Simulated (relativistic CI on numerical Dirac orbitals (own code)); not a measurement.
# Eu³⁺: 4f valence photoemission

Computed with this model: Dirac-Coulomb-Breit CI, separate exchange-only KLI orbitals for each configuration, model QED (radiative potential, 1s self-energy scaled to tabulated hydrogen-like ionisation energies), valence Slater integrals scaled by 0.9, multiplet model of photoemission in the sudden approximation; configurations [Xe] 4f6 → [Xe] 4f5; 80 K; Lorentzian 0.15 eV and Gaussian 0.3 eV FWHM. Energies are those of the free ion, without screening or charge transfer. The energies are binding energies and can lie tens of eV above those of solids. S is read from ⟨S²⟩ = S(S + 1).

free ion: ground-state S = 2.94, centroid 41.26 eV. Peaks (eV, height): 40.4 (100), 41.4 (66), 43.9 (10), 44.5 (16).

Strongest unbroadened transitions for free ion:

| Energy (eV) | Relative strength |
| --- | --- |
| 40.22 | 0.2 |
| 40.27 | 77.1 |
| 40.38 | 0.2 |
| 40.43 | 100.0 |
| 40.57 | 0.1 |
| 41.26 | 0.1 |
| 41.34 | 0.1 |
| 41.38 | 84.2 |
| 41.47 | 0.1 |
| 41.52 | 22.9 |
| 43.48 | 0.1 |
| 43.91 | 14.6 |
| 44.35 | 0.5 |
| 44.39 | 0.1 |
| 44.54 | 23.4 |
| 44.79 | 1.4 |
| 45.13 | 1.1 |
| 45.25 | 4.0 |
